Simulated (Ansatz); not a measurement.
`[SiH3][GeH2][B](Cl)Cl`, charge 0, multiplicity 1.

Q: Give a relaxed structure at PBE0-D4/def2-TZVP (Ansatz). (Best estimate.)

A: The calculation gave: 
Cartesian coordinates in Å:
```
Si 1.1283 0.5334 1.1945
Ge -0.8418 0.4934 -0.1487
B -0.7060 -1.1296 -1.4098
Cl 0.0852 -0.9888 -2.9568
Cl -1.3002 -2.6922 -0.9159
H 1.0914 1.6817 2.1377
H 2.3243 0.6589 0.3209
H 1.2277 -0.7307 1.9703
H -0.9337 1.8005 -0.9538
H -2.0753 0.3733 0.7617
```
Point group Cs.
This is one stationary point; other conformers may exist.
